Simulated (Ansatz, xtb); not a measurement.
**Relaxing a trial structure of H7OSi3+**

The starting geometry of this gas-phase triplet was built from a drawn formula by distance geometry and a force field; its bonds are those of `[OH2+][SiH2][Si][SiH3]`.

```xyz
11

O    -0.2598    0.1854    0.6610
Si    0.7803    0.6629   -0.5841
Si   -0.1605    0.2454   -2.6288
Si   -2.0805    1.5636   -2.5671
H    -0.8916    0.9476    0.8535
H     0.3525    0.0324    1.4560
H     2.0043   -0.0903   -0.4094
H     1.0069    2.1046   -0.3630
H    -3.1242    1.0037   -3.3913
H    -1.7114    2.9584   -3.0142
H    -2.4089    1.6403   -1.1348
```

Question: Where would you expect an optimisation with r2SCAN-D4/def2-SVP to take it?

Answer: It keeps its bonds, and is `[OH2+][SiH2][Si][SiH3]`. Distances that change by over a tenth: O1–Si2 (1.69 → 1.91 Å).

The energy falls by 0.98 eV over 16 steps:

```csv
step,E − E(last) (eV)
1,0.976
3,0.160
4,0.115
6,0.030
8,0.008
9,0.004
11,0.001
13,0.000
14,0.000
16,0.000
```

Final geometry (Å):

```
atom    x (Å)    y (Å)    z (Å)
   O   0.2722   0.0072   1.1235
  Si   0.8287   0.7626  -0.5399
  Si  -0.7708   0.2760  -2.0994
  Si  -2.3465   1.8115  -2.9445
   H  -0.6076   0.1665   1.5123
   H   0.9099  -0.2208   1.8268
   H   2.1029   0.0061  -0.5750
   H   1.0144   2.1832  -0.1375
   H  -3.2044   1.0403  -3.8808
   H  -1.5767   2.8872  -3.6290
   H  -3.1151   2.3341  -1.7788
```

From the same start GFN2-xTB ends elsewhere, in pieces: H5Si3 + H2O.

No frequencies were run, so the end isn't proven a minimum. Open shells are spin-unrestricted. The triplet needn't be the ground state. Run with Ansatz 0.2.0, 2.4 min on 2 threads of Arm Neoverse V2, with other jobs on the host.
